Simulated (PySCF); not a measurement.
**Magnetic susceptibility: `O(C1=C([SiH3])[P@+]1([BH3-])C)C`, C₄H₁₂BOPSi**

Molfile (atoms numbered from 1):
```
C4H12BOPSi
     RDKit          3D

 20 20  0  0  0  0  0  0  0  0999 V2000
   -2.1413   -0.5503   -1.3158 B   0  0  0  0  0  0  0  0  0  0  0  0
   -0.8009   -0.3084    0.0854 P   0  0  2  0  0  0  0  0  0  0  0  0
   -0.6076   -1.5777    1.4241 C   0  0  0  0  0  0  0  0  0  0  0  0
    0.1457    1.1797    0.6226 C   0  0  0  0  0  0  0  0  0  0  0  0
    0.1832    2.8000    1.5493 Si  0  0  0  0  0  4  0  0  0  0  0  0
    0.8449    0.3825   -0.1842 C   0  0  0  0  0  0  0  0  0  0  0  0
    1.9954    0.2549   -0.8161 O   0  0  0  0  0  0  0  0  0  0  0  0
    2.1081   -0.8952   -1.6391 C   0  0  0  0  0  0  0  0  0  0  0  0
   -1.8620   -1.6230   -1.7578 H   0  0  0  0  0  0  0  0  0  0  0  0
   -3.1890   -0.5309   -0.7581 H   0  0  0  0  0  0  0  0  0  0  0  0
   -1.9583    0.3545   -2.0627 H   0  0  0  0  0  0  0  0  0  0  0  0
   -0.4809   -2.5591    0.9667 H   0  0  0  0  0  0  0  0  0  0  0  0
    0.2419   -1.3473    2.0628 H   0  0  0  0  0  0  0  0  0  0  0  0
   -1.5203   -1.5960    2.0186 H   0  0  0  0  0  0  0  0  0  0  0  0
    1.3577    2.7894    2.4259 H   0  0  0  0  0  0  0  0  0  0  0  0
   -1.0426    2.8868    2.3423 H   0  0  0  0  0  0  0  0  0  0  0  0
    0.2714    3.9000    0.5892 H   0  0  0  0  0  0  0  0  0  0  0  0
    3.0345   -0.7831   -2.1989 H   0  0  0  0  0  0  0  0  0  0  0  0
    2.1534   -1.8029   -1.0291 H   0  0  0  0  0  0  0  0  0  0  0  0
    1.2616   -0.9633   -2.3279 H   0  0  0  0  0  0  0  0  0  0  0  0
  2  1  1  6
  2  3  1  0
  2  4  1  0
  4  5  1  0
  4  6  2  0
  6  7  1  0
  7  8  1  0
  6  2  1  0
  1  9  1  0
  1 10  1  0
  1 11  1  0
  3 12  1  0
  3 13  1  0
  3 14  1  0
  5 15  1  0
  5 16  1  0
  5 17  1  0
  8 18  1  0
  8 19  1  0
  8 20  1  0
M  CHG  2   1  -1   2   1
M  END
```

Theory: PySCF 2.14.0, GIAO PBE0/pcSseg-1 magnetisability, rotational g tensor and spin-rotation constants, non-relativistic, gas phase. Geometry: GFN2-xTB.

**Question.** How diamagnetic is it, and how anisotropic?

**Answer.** Isotropic -1576 × 10⁻³⁰ J/T², or -94.9 × 10⁻⁶ cm³/mol; principal values -1757, -1606, -1366 × 10⁻³⁰ J/T², anisotropy 341 × 10⁻³⁰ J/T² (root of half the summed squared differences of the principal values). The susceptibility is in cgs units.

**Question.** Split it along the inertial axes a, b, c into diamagnetic and paramagnetic parts about the centre of mass, with the quadrupole moment.

**Answer.** 
| axis | χ (10⁻⁶ cm³/mol) | diamagnetic (10⁻⁶ cm³/mol) | paramagnetic (10⁻⁶ cm³/mol) | summed x² of all electrons (Å²) | quadrupole Θ (D Å) |
| --- | --- | --- | --- | --- | --- |
| a | -96.5 | -995.6 | 899.1 | 243.7 | +6.34 |
| b | -82.5 | -1335.9 | 1253.4 | 163.5 | -2.07 |
| c | -105.7 | -1727.2 | 1621.5 | 71.2 | -4.28 |

Anisotropies 2χaa − χbb − χcc = -4.8 and 2χbb − χaa − χcc = +37.3 × 10⁻⁶ cm³/mol. Θ is traceless in Buckingham's convention.

**Question.** And the rotational g tensor?

**Answer.** 
```tsv
axis	rotational constant (GHz)	g	nuclear part	electronic part
a	1.4462	-0.0192	0.5917	-0.6109
b	1.0360	-0.0182	0.5919	-0.6101
c	0.7644	-0.0046	0.5777	-0.5823
```
Asymmetric top; isotopes 11B, 12C, 1H, 16O, 31P, 28Si; no vibrational averaging.
